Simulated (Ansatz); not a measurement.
```yaml
crystal:
  periodic: [false, false, false]
  atoms:
    - {symbol: F, position_ang: [1.628890, -1.510713, -1.095186]}
    - {symbol: B, position_ang: [1.107970, -0.632205, -0.362165]}
    - {symbol: S, position_ang: [1.825258, 0.589701, 0.874348]}
    - {symbol: O, position_ang: [-0.406079, -0.561670, -0.632860]}
    - {symbol: Si, position_ang: [-1.409527, 0.345457, 0.003259]}
    - {symbol: H, position_ang: [2.939566, -0.239991, 0.762323]}
    - {symbol: H, position_ang: [-1.934937, 1.012791, -1.302447]}
    - {symbol: H, position_ang: [-2.475930, -0.399284, 0.580257]}
    - {symbol: H, position_ang: [-1.160676, 1.253329, 0.889630]}
basis:
  gaussian: {orbitals: cc-pVTZ-DK}
hamiltonian: {xc: {name: PBE0}, dispersion: d3bjatm, pseudopotentials: {relativity: none}}
relax: {f_tol: 0.0001, max_steps: 1}
output: {forces: true}
```

```sh
$ ansatz run in.yaml --threads 4 --pin off --events-out ev --progress --plain --max-ram 10444MiB
```

Question: How does Ansatz answer? (Estimate.)

Answer: The calculation gave: The run did not converge.
```
Functional definition: PBE0
1337 factors; their error is unknown
mean field evaluation 1: about -24194.4079 eV, gradient 5.7e1 eV
mean field evaluation 2: about -24183.0411 eV, gradient 9.7e1 eV
mean field evaluation 4: about -24199.3979 eV, gradient 5.5e0 eV
mean field evaluation 8: about -24199.4371 eV, gradient 5.5e-2 eV
mean field evaluation 16: about -24199.4765 eV, gradient 4.1e-5 eV
mean field -24199.47654489 eV, -889.3143600302 hartree, gradient 4.1e-5 eV, S^2 0.000000; 0 other end points of the search recorded, 0 dependent functions left out
reference -24199.47657617 eV, -889.3143611801 hartree; 28, 28 occupied and 186, 186 virtual orbitals, 1337 factors
WARN: the results are in doubt because the basis set is contracted for relativity, which is off
relax step   1: F+E_penalty+E_count = -24199.65376048 eV  Δ(F+E_penalty+E_count) = +0.000e0 eV  max|allowed force component| = 9.752e0 eV/Å  Δτ_max = 0.0000 Å  (27 SCF iters, accepted)
Error: geometry relaxation did not converge after 1 steps: max|allowed force component| = 9.75e0 eV/Å (threshold 1.0e-4). Raise `relax.max_steps` over both its present limit and 1, loosen `relax.f_tol`, or start from a geometry closer to equilibrium. Where this run's directory can be resumed (`checkpoint.write`), a resume goes on for up to `relax.max_steps` more
```
